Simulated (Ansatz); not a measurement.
Species: PbBr (charge +1, singlet). 
Structure (B3LYP-D3(BJ)/def2-TZVP (Ansatz, an electronic-structure program) minimum search):
```
Pb
Br 1 2.5116
```
Charge +1, spin multiplicity 1.

Wanted: vertical ionisation energy (to the doublet state of charge +2; each state is the SCF solution reached for its spin), in eV. Correlated levels leave the core frozen unless marked. UHF or UKS for open shells. Spin-orbit coupling is left out. The frozen core is the preceding noble-gas configuration, with the filled d and f shells of earlier blocks. In def2 rows, elements after Kr have scalar-relativistic effective core potentials. CBS(X,Y): correlation extrapolated as X^-3; Hartree-Fock from the larger set.

```tsv
level	program	vertical ionisation energy (eV)
PBE/def2-TZVPD	Ansatz	16.22
r2SCAN/def2-TZVPD	Ansatz	16.23
B3LYP/def2-TZVPD	Ansatz	16.21
PBE0/def2-TZVPD	Ansatz	16.12
BHLYP/def2-TZVPD	Ansatz	15.94
CAM-B3LYP/def2-TZVPD	Ansatz	16.13
wB97M-V/def2-TZVPD	Ansatz	16.00
```

Question: Predict the CCSD(T)/CBS(def2-TZVPPD,def2-QZVPPD) result (Ansatz).

Answer: 16.16 eV, so wB97M-V/def2-TZVPD differs from it by -0.16 eV.
